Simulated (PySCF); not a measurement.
**Correlation energy of Rb²⁺ (rubidium, charge +2)**

[Ar] 3d10 4s2 4p5, 2P determinant. Computed with PySCF 2.14 in cc-pVDZ-X2C (6s5p3d, 36 functions), with the spin-free X2C one-electron Hamiltonian (Gaussian nucleus). Frozen: [Ar] 3d10 4s2; 5 electrons correlated.

Total MP2 correlation energy: -3.96 mhartree.

Same-spin part -1.24 and opposite-spin part -2.72 mhartree; SCS-MP2 scales them by 1/3 and 6/5 to -3.68 mhartree.

```json
{"level": "CCSD", "correlation energy (mhartree)": "-4.35"}
{"level": "(T)", "correlation energy (mhartree)": "-0.01"}
{"level": "CCSD(T)", "correlation energy (mhartree)": "-4.36"}
```

Diagnostics: T1 = 0.00075, D1 = 0.0011, largest double amplitude 0.010.

Q: Is a single reference adequate?

A: Yes, within this model without spin-orbit coupling: T1 lies below 0.03 and no double amplitude reaches 0.07.
